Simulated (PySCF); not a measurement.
Geometry:
```json
{"atom": "C1", "x (Å)": "-3.220", "y (Å)": "-0.860", "z (Å)": "-0.844"}
{"atom": "C2", "x (Å)": "-2.026", "y (Å)": "-0.347", "z (Å)": "-1.093"}
{"atom": "Si3", "x (Å)": "-0.829", "y (Å)": "0.249", "z (Å)": "0.235"}
{"atom": "C4", "x (Å)": "-1.047", "y (Å)": "2.162", "z (Å)": "0.335"}
{"atom": "O5", "x (Å)": "-1.676", "y (Å)": "2.705", "z (Å)": "1.204"}
{"atom": "N6", "x (Å)": "0.696", "y (Å)": "0.144", "z (Å)": "-0.533"}
{"atom": "C7", "x (Å)": "1.824", "y (Å)": "-0.376", "z (Å)": "-0.305"}
{"atom": "C8", "x (Å)": "2.974", "y (Å)": "-0.211", "z (Å)": "-1.247"}
{"atom": "C9", "x (Å)": "2.094", "y (Å)": "-1.165", "z (Å)": "0.857"}
{"atom": "N10", "x (Å)": "2.285", "y (Å)": "-1.799", "z (Å)": "1.793"}
{"atom": "H11", "x (Å)": "-3.889", "y (Å)": "-1.174", "z (Å)": "-1.630"}
{"atom": "H12", "x (Å)": "-3.586", "y (Å)": "-0.991", "z (Å)": "0.161"}
{"atom": "H13", "x (Å)": "-1.710", "y (Å)": "-0.239", "z (Å)": "-2.124"}
{"atom": "H14", "x (Å)": "-1.085", "y (Å)": "-0.333", "z (Å)": "1.550"}
{"atom": "H15", "x (Å)": "-0.604", "y (Å)": "2.770", "z (Å)": "-0.480"}
{"atom": "H16", "x (Å)": "3.809", "y (Å)": "0.264", "z (Å)": "-0.733"}
{"atom": "H17", "x (Å)": "3.312", "y (Å)": "-1.188", "z (Å)": "-1.593"}
{"atom": "H18", "x (Å)": "2.670", "y (Å)": "0.396", "z (Å)": "-2.095"}
```

- GFN2-xTB geometry
- shieldings: GIAO PBE0/pcSseg-1
- program: PySCF 2.14
- fast rotation and ring inversion assumed for equivalent nuclei, gas phase, a single conformation, non-relativistic

δ = σ(ref) − σ, references computed at the same level: 13C vs TMS.

Question: Do the 13C shifts follow the atomic charges (in e)? Tabulate both.

Answer: 
```
atoms  hybridisation  δ (ppm)  σ para (ppm)  Hirshfeld    IAO  Mulliken  ESP-fitted
   C4            sp2    243.2          -313      +0.04  +0.00     -0.02       +0.27
   C7            sp2    159.7          -225      +0.13  +0.18     +0.10       +0.65
   C1            sp2    146.1          -212      -0.07  -0.27     -0.13       -0.32
   C2            sp2    139.8          -216      -0.14  -0.43     -0.50       -0.28
   C9             sp    116.8          -194      +0.08  +0.10     +0.08       +0.21
   C8            sp3     35.7           -97      -0.11  -0.44     -0.18       -0.55
```

Correlation coefficients of δ with charge over these carbons: Hirshfeld +0.44, IAO +0.51, Mulliken +0.21, ESP-fitted +0.60; with the paramagnetic shielding -1.00. Among the 4 sp2 carbons alone: Hirshfeld +0.46, IAO +0.48, Mulliken +0.46, ESP-fitted +0.43. With so few points, grouped by hybridisation, these coefficients are fragile. Charge is one influence among several: hybridisation and low-lying excitations act through the paramagnetic term.

Shifts are as computed. Against solution values, carbons near 30 ppm lie about +3 ppm off and those near 130 ppm about +5 ppm. Of 1211 compounds with measured shifts, 218 miss one by over three times the rms of a fit or turn the order of signals round; such compounds aren't used in these exercises.
